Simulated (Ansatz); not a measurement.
Compare A (`[SiH3][GeH2][GeH2][SiH2][SiH2][GeH3]`) with its isomer B (`[GeH3][SiH2][SiH2][SiH2][GeH2][GeH3]`).

Program: Ansatz. Geometries: PBE0-D4/def2-TZVP. ΔE: electronic, gas phase. CCSD(T)/CBS is the MP2 limit (def2-TZVPP, def2-QZVPP) plus CCSD(T) − MP2 in def2-TZVPP, frozen cores. DFT in def2-TZVPP. B3LYP here is the variant with VWN-RPA as its local correlation; programs differ in this. For Ge outer-core shells are correlated without core-valence functions, which leaves a few kJ/mol of doubt a bond. Scalar relativity is left out up to krypton. Each species was taken in one conformer, which may not be the lowest.

Which is lower in electronic energy at CCSD(T)/CBS, and by how much? (Estimate.)

Ansatz gave: A, by 3.7 kcal/mol.

Give E(B) − E(A) in kcal/mol with CCSD/def2-TZVPP, r2SCAN-D4, HF/def2-TZVPP, B3LYP, PBE-D4, CCSD(T)/def2-TZVPP, B3LYP-D4. (An estimate is asked.)

Computed: CCSD/def2-TZVPP 3.6, r2SCAN-D4 2.9, HF/def2-TZVPP 3.9, B3LYP 3.6, PBE-D4 2.5, CCSD(T)/def2-TZVPP 3.5, B3LYP-D4 3.5. None reverses the order clearly.

Largest T1 diagnostic: 0.013.

At CCSD(T), def2-SVP lies −0.8 kcal/mol from the extrapolated value and def2-TZVPP −0.2 kcal/mol. Leaving LDA and LC-ωPBE aside and taking each functional with its dispersion term where it has one, the values, not all of them listed here, spread over 2.5 kcal/mol, from B97M-V to B2PLYP.
